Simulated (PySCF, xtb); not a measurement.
GeH₂ClBr, SMILES [Br][GeH2][Cl].

xtb with GFN2-xTB at its own geometry gives an orbital gap of 6.42 eV and a dipole moment of 4.78 D.

Geometry: r2SCAN-D4/def2-SVP.

Problem. What does M06-2X/def2-TZVPD run with PySCF give? (An estimate is asked for; the answer gives what the named calculation found.)

Solution. gap 9.53 eV (levels -9.85 and -0.32 eV), dipole 1.95 D.
